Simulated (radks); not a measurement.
Successive ionisation energies (eV) of one element, from differences of total energies of ions in their ground configurations, starting at charge 44: 2235.0, 2298.0, 2361.2, 2603.4, 2663.8, 2723.4, 2800.8, 2862.4, 2923.3, 3082.3, 3149.1, 5622.2, 5767.5, 5913.7, 6060.5, 6207.7, 6398.8, 6551.8, 6705.5, 6859.9, 7014.6, 7436.5. All-electron calculation, non-relativistic Kohn-Sham, PBE, spin-polarised, spherical densities, point nucleus; open shells are filled with parallel spins first (spin-orbit coupling, left out, can overturn this in heavy ions); relativity is left out, which matters for an element this heavy. Program: a radial shooting solver on a logarithmic mesh with Libxc functionals. Which element is it?

Answer. Bismuth (Z = 83). The first species listed is Bi44+ in [Kr] 4d3, the last Bi65+ in [Ar].
